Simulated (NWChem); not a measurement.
System: CH₅ClGe; SMILES [GeH2]([Cl])[CH3]

Parts of the log:

```
             Northwest Computational Chemistry Package (NWChem) 7.3.0
             --------------------------------------------------------

                             Geometry "geometry" -> ""
                             -------------------------

 Output coordinates in angstroms (scale by  1.889725989 to convert to a.u.)

  No.       Tag          Charge          X              Y              Z
 ---- ---------------- ---------- -------------- -------------- --------------
    1 Ge                  32.0000     0.42148800     0.38799700    -0.00036200
    2 C                    6.0000    -1.13569000     1.57150500    -0.00122200
    3 Cl                  17.0000    -0.30649700    -1.67698100     0.00001600
    4 H                    1.0000     1.28795500     0.55498400    -1.27658400
    5 H                    1.0000     1.28790100     0.55542200     1.27583200
    6 H                    1.0000    -1.74982200     1.38856700     0.90095800
    7 H                    1.0000    -0.80207700     2.62847300    -0.00469400
    8 H                    1.0000    -1.75236800     1.38358800    -0.90063400

 Effective nuclear repulsion energy (a.u.)     267.1997993941

                              NWChem Property Module
                              ----------------------

                                 NWChem DFT Module
                                 -----------------

 Summary of "ao basis" -> "ao basis" (spherical)
 ------------------------------------------------------------------------------
       Tag                 Description            Shells   Functions and Types
 ---------------- ------------------------------  ------  ---------------------
 Ge                        def2-svpd                14       38   6s4p4d
 C                         def2-svpd                 8       20   4s2p2d
 Cl                        def2-svpd                11       27   5s4p2d
 H                         def2-svpd                 4        8   2s2p

            General Information
            -------------------
          SCF calculation type: DFT
          Wavefunction type:  closed shell.
          No. of atoms     :     8
          No. of electrons :    60
           Alpha electrons :    30
            Beta electrons :    30
          Charge           :     0
          Spin multiplicity:     1
          Use of symmetry is: off; symmetry adaption is: off
          Maximum number of iterations: 150
          AO basis - number of functions:   125
                     number of shells:    53
          Convergence on energy requested:  1.00D-06
          Convergence on density requested:  1.00D-05
          Convergence on gradient requested:  5.00D-04

              XC Information
              --------------
                         B3LYP Method XC Potential
                     Hartree-Fock (Exact) Exchange  0.200
                        Slater Exchange Functional  0.800 local
                    Becke 1988 Exchange Functional  0.720 non-local
              Lee-Yang-Parr Correlation Functional  0.810
                  VWN I RPA Correlation Functional  0.190 local

             Grid Information
             ----------------
          Grid used for XC integration:  medium
          Radial quadrature: Mura-Knowles
          Angular quadrature: Lebedev.
          Tag              B.-S. Rad. Rad. Pts. Rad. Cut. Ang. Pts.
          ---              ---------- --------- --------- ---------
          Ge                  1.25      112          11.0       590
          C                   0.70       49          12.0       434
          Cl                  1.00       88          12.0       590
          H                   0.35       45          13.0       434
          Grid pruning is: on
          Number of quadrature shells:   474
          Spatial weights used:  Erf1

      Superposition of Atomic Density Guess
      -------------------------------------

 Sum of atomic energies:       -2574.49469323

      Non-variational initial energy
      ------------------------------

 Total energy =   -2575.575636
 1-e energy   =   -4114.796682
 2-e energy   =    1272.021247
 HOMO         =      -0.366202
 LUMO         =       0.033744

   convergence    iter        energy       DeltaE   RMS-Dens  Diis-err
 ---------------- ----- ----------------- --------- --------- ---------
 d= 0,ls=0.0,diis     1  -2577.9556016493 -2.85D+03  9.64D-03  3.62D-01
 d= 0,ls=0.0,diis     2  -2577.9705657236 -1.50D-02  4.63D-03  1.68D-01
 d= 0,ls=0.0,diis     3  -2577.9936555787 -2.31D-02  1.32D-03  3.92D-02
 d= 0,ls=0.0,diis     4  -2577.9985482669 -4.89D-03  1.66D-04  1.81D-03
 d= 0,ls=0.0,diis     5  -2577.9986468120 -9.85D-05  4.71D-05  3.59D-05
  Resetting Diis
 d= 0,ls=0.0,diis     6  -2577.9986493733 -2.56D-06  1.43D-05  2.52D-06
 d= 0,ls=0.0,diis     7  -2577.9986497028 -3.30D-07  7.46D-06  2.77D-07

         Total DFT energy =    -2577.998649702811
      One electron energy =    -4115.937960420845
           Coulomb energy =     1385.351230551715
    Exchange-Corr. energy =     -114.611719227747
 Nuclear repulsion energy =      267.199799394066

 Numeric. integr. density =       60.000007625632

                       DFT Final Molecular Orbital Analysis
                       ------------------------------------

[...]

 DFT Linear Response polarizability / au
 Frequency  =       0.0773000 / au
 Wavelength =     589.4353558 / nm
              X              Y              Z
 -----------------------------------------------
 X      60.8683801     -0.9317368      0.0032794
 Y      -0.9317362     70.7146652     -0.0076810
 Z       0.0032790     -0.0076812     54.2631287
 -----------------------------------------------
 Eigenvalues =      60.7809881     70.8020620     54.2631239
 Isotropic   =      61.9487247
 Anisotropic =      14.4298467
 -----------------------------------------------

 Magnetic Dipole Response Matrix (nonzero elements):
```

Level: B3LYP/def2-SVPD. Coordinates come from a PBE-D3(BJ)/def2-SVP optimisation.

Problem. Write an input that gives this output.

Solution. Several could match; the one computed here: the input that was run:
```
start job
memory heap 200 mb stack 900 mb global 1100 mb
geometry units angstroms noautosym nocenter noautoz
  Ge     0.421488     0.387997    -0.000362
  C     -1.135690     1.571505    -0.001222
  Cl    -0.306497    -1.676981     0.000016
  H      1.287955     0.554984    -1.276584
  H      1.287901     0.555422     1.275832
  H     -1.749822     1.388567     0.900958
  H     -0.802077     2.628473    -0.004694
  H     -1.752368     1.383588    -0.900634
end
basis spherical
  Ge library def2-svpd
  C library def2-svpd
  Cl library def2-svpd
  H library def2-svpd
end
dft
  xc b3lyp
  iterations 150
end
property
  response 1 0.0773
end
task dft property
```
